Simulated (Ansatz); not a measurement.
## KI (Potassium Iodide): methods side by side

The species is KI (2 atoms), meant as a singlet with charge 0. SMILES: `[K][I]`. Geometry: the measured bond length.

```xyz
2

K     0.0000    0.0000    0.0000
I     0.0000    0.0000    3.0478
```

Quantity: the energy change with the K1–I2 bond stretched from 3.048 to 4.572 Å, in eV. The values are calculated.

```json
{"level": "HF/STO-3G (restricted)", "kind": "Hartree–Fock", "program": "Ansatz", "value (eV)": "2.84", "less FCI/STO-3G": "+0.26"}
{"level": "SVWN5/STO-3G (restricted)", "kind": "LDA", "program": "Ansatz", "value (eV)": "2.34", "less FCI/STO-3G": "-0.24"}
{"level": "revPBE/STO-3G (restricted)", "kind": "GGA", "program": "Ansatz", "value (eV)": "2.09", "less FCI/STO-3G": "-0.49"}
{"level": "r2SCAN/STO-3G (restricted)", "kind": "meta-GGA", "program": "Ansatz", "value (eV)": "2.32", "less FCI/STO-3G": "-0.26"}
{"level": "PBE0/STO-3G (restricted)", "kind": "global hybrid", "program": "Ansatz", "value (eV)": "2.43", "less FCI/STO-3G": "-0.15"}
{"level": "wB97M-V/STO-3G (restricted)", "kind": "range-separated hybrid", "program": "Ansatz", "value (eV)": "2.81", "less FCI/STO-3G": "+0.23"}
{"level": "B2PLYP/STO-3G (restricted)", "kind": "double hybrid", "program": "Ansatz", "value (eV)": "2.45", "less FCI/STO-3G": "-0.13"}
{"level": "MP2/STO-3G (restricted)", "kind": "perturbation theory", "program": "Ansatz", "value (eV)": "2.79", "less FCI/STO-3G": "+0.21"}
{"level": "CCSDT/STO-3G (restricted)", "kind": "coupled cluster or CI", "program": "Ansatz", "value (eV)": "2.58", "less FCI/STO-3G": "0.00"}
{"level": "FCI/STO-3G", "kind": "exact in the basis", "program": "Ansatz", "value (eV)": "2.58", "less FCI/STO-3G": "0.00"}
```

FCI/STO-3G is exact within its basis and frozen core, so for wave-function methods in that basis the difference is their error; functionals converge differently with the basis, so for them it is only a difference. All-electron rows without a relativistic Hamiltonian named are non-relativistic. The first shape isn't each level's own minimum. The values span 2.09 to 2.84 eV. All rows use very small basis sets, so none should be taken for the real molecule's value. In the correlated wave-function rows the outer d shell of I is correlated, in sets not made for it.
